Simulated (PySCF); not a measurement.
## Dipole response of Zn⁺ (zinc, charge +1)

[Ar] 3d10 4s1, 2S determinant. All numbers are calculated (PySCF 2.14, the non-relativistic Hamiltonian (point nucleus), in dyall-av2z). Coupled (time-dependent) response in atomic units; α is the mean over directions. A double-zeta set is small for polarisabilities.

```csv
method,mean α (bohr³),C₆ (like pair),S(−4)
UHF,25.15,109.2,610.6
PBE,17.70,73.11,261.9
PBE0,19.08,79.11,317.8
```

S(−4) is the Cauchy moment in α(ω) = α(0) + S(−4) ω² + …

α(iu) at PBE:

| u (hartree) | α(iu) (bohr³) |
| --- | --- |
| 0 | 17.70 |
| 0.0500 | 17.07 |
| 0.100 | 15.47 |
| 0.200 | 11.52 |
| 0.300 | 8.447 |
| 0.500 | 5.111 |
| 0.750 | 3.328 |
| 1.00 | 2.465 |
| 1.50 | 1.615 |
| 2.00 | 1.177 |
| 3.00 | 0.7209 |
| 5.00 | 0.3676 |

A single London oscillator, α(iu) = α/(1 + u²/ω²), gives C₆ = (3/4) ω α². Matching the computed C₆ needs ω = 4 × 73.11 / (3 × 17.70²) = 0.311 hartree.

For an ion, C₆ is the dispersion term alone; charge-induced terms of lower order in 1/R come first.
